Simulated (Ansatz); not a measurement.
`CS[BH][GeH3]` at its PBE0-D4/def2-TZVP geometry, where that method's forces vanish. Charge 0, multiplicity 1.

```
atom   x (Å)   y (Å)   z (Å)
  C1  -1.937  -1.455   0.252
  S2  -0.997   0.028   0.696
  B3   0.445   0.020  -0.287
 Ge4   1.778   1.570  -0.060
  H5  -2.916  -1.154  -0.120
  H6  -2.068  -2.070   1.142
  H7  -1.403  -2.015  -0.513
  H8   0.632  -0.869  -1.064
  H9   1.975   2.310  -1.398
 H10   1.332   2.603   0.990
 H11   3.159   1.032   0.362
```

For each bond, give half the difference of the two atoms' forces along it (eV/Å; positive pushes the atoms apart) under PBE-D4, r2SCAN-D4, B3LYP-D4, ωB97M-V in def2-TZVPP. (Estimate.)

The calculation gave: 
| bond | length (Å) | PBE-D4 | r2SCAN-D4 | B3LYP-D4 | ωB97M-V |
| --- | --- | --- | --- | --- | --- |
| C1–S2 | 1.811 | 0.17 | 0.19 | 0.29 | 0.13 |
| C1–H5 | 1.090 | 0.10 | -0.05 | -0.09 | -0.07 |
| C1–H6 | 1.090 | 0.10 | -0.05 | -0.09 | -0.07 |
| C1–H7 | 1.088 | 0.10 | -0.05 | -0.08 | -0.07 |
| S2–B3 | 1.745 | 0.08 | 0.06 | 0.09 | 0.06 |
| B3–Ge4 | 2.057 | -0.12 | -0.04 | 0.07 | 0.08 |
| B3–H8 | 1.195 | 0.08 | -0.03 | -0.18 | -0.15 |
| Ge4–H9 | 1.541 | 0.10 | -0.03 | -0.01 | -0.08 |
| Ge4–H10 | 1.539 | 0.09 | -0.04 | 0.00 | -0.06 |
| Ge4–H11 | 1.541 | 0.10 | -0.03 | -0.01 | -0.08 |

B3LYP here is the variant with VWN-RPA as its local correlation; programs differ in this.

Program: Ansatz 0.2.0.
